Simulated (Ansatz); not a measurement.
`C#C[TeH]` + `N[AsH2]` → `N[AsH][TeH]` + `C#C` at 700 K and 1 bar (ligand exchange at a Te–C bond).

Gas-phase electronic energies from Ansatz, PBE0-D4/def2-TZVP geometries. CCSD(T)/CBS is the MP2 limit (def2-TZVPP, def2-QZVPP) plus CCSD(T) − MP2 in def2-TZVPP, frozen cores. This one scheme is used for every species. Elements past krypton have def2 core potentials. For As, Te outer-core shells are correlated without core-valence functions, which leaves a few kJ/mol of doubt a bond. Scalar relativity is left out up to krypton. Each species was taken in one conformer, which may not be the lowest.

```tsv
species	CCSD(T)/CBS energy (Eh)	H − E (kJ/mol)	S (J/(mol·K))
`C#C[TeH]`	-344.94570	108.9	350.5
`N[AsH2]`	-2292.09958	152.3	328.9
`N[AsH][TeH]`	-2559.85306	168.3	420.4
`C#C`	-77.22717	102.1	244.4
```

H − E and S are ideal-gas, rigid-rotor, harmonic terms from PBE0-D4/def2-TZVP, for one conformer and one mirror image of each species. 1 Eh = 2625.50 kJ/mol, R = 8.31446 J/(mol·K).

By hand: ΔE, ΔH, ΔS and ΔG.

ΔE = (-2559.85306) + (-77.22717) − (-344.94570) − (-2292.09958) = -0.03495 Eh = -91.8 kJ/mol. Δ(H − E) = 168.3 + 102.1 − 108.9 − 152.3 = 9.2, so ΔH = -82.6 kJ/mol. ΔS = 420.4 + 244.4 − 350.5 − 328.9 = -14.6 J/(mol·K). ΔG = -82.6 − 700 × (-14.6)/1000 = -72.4 kJ/mol.

By hand: the equilibrium constant, and the temperature at which ΔG would vanish if ΔH and ΔS stayed fixed.

log₁₀ K = −ΔG/(RT ln 10) = 5.4. ΔG = 0 at ΔH/ΔS = 5658 K, far beyond where these terms or the molecules hold.

The number of gas molecules stays the same, so ΔS is small and ΔH decides. A doubt of 5 kJ/mol in ΔE shifts log₁₀ K by 0.4 here. Other conformers and mirror images would add mixing entropy, several J/(mol·K) or more a flexible species. These are equilibria of isolated gas molecules and say nothing of rates. Largest T1 diagnostic: 0.013 (customary marks: 0.02 for closed shells, 0.045 for open ones).
